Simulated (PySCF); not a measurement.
Geometries of 2 isomers of C3H7NSSi, from PBE0-D3(BJ)/def2-SVP geometry optimisation, gas phase (PySCF). One conformer each, no zero-point energy, no frequencies.

Problem. Which is lower in electronic energy at this level?
A.
```xyz
13
angstrom
C      1.600    0.792    0.263
N      0.241    0.541   -0.130
Si    -0.944   -0.786   -0.144
C     -1.892    0.671   -0.883
C     -0.606    1.470   -0.669
S     -0.318    3.047   -1.000
H      1.800    1.867    0.137
H      2.306    0.222   -0.362
H      1.761    0.513    1.316
H     -1.317   -1.282    1.213
H     -0.573   -1.942   -1.010
H     -2.738    1.079   -0.312
H     -2.176    0.619   -1.944
```
B.
```xyz
13
angstrom
C     -1.549   -1.197    0.540
N     -0.702   -0.340    0.133
C     -1.068    0.819   -0.515
C     -0.104    1.671   -0.920
S      1.607    1.464   -0.708
Si     1.848   -0.427    0.358
H     -1.191   -2.100    1.050
H     -2.637   -1.074    0.402
H     -2.130    1.038   -0.697
H     -0.376    2.596   -1.437
H      3.351   -0.345    0.416
H      1.553   -1.670   -0.408
H      1.402   -0.452    1.778
```

Solution. A. That is `CN1[SiH2]CC1=S`, 24.5 kcal/mol below the other.

```
         SMILES                    atoms numbered as above      E (Eh)  relative (kcal/mol)  relative (kJ/mol)  dipole (D)
 CN1[SiH2]CC1=S   [CH3:1][N:2]1[SiH2:3][CH2:4][C:5]1=[S:6]  -860.17872                  0.0                0.0        3.95
C=N/C=C\S[SiH3]  [CH2:1]=[N:2]/[CH:3]=[CH:4]\[S:5][SiH3:6]  -860.13974                 24.5              102.4        3.44
```

As drawn, the lower has a four-membered ring, an Si–C bond and a C=S bond, which the higher lacks; the higher has a C=N bond and a C=C bond outside aromatic rings, which the lower lacks.
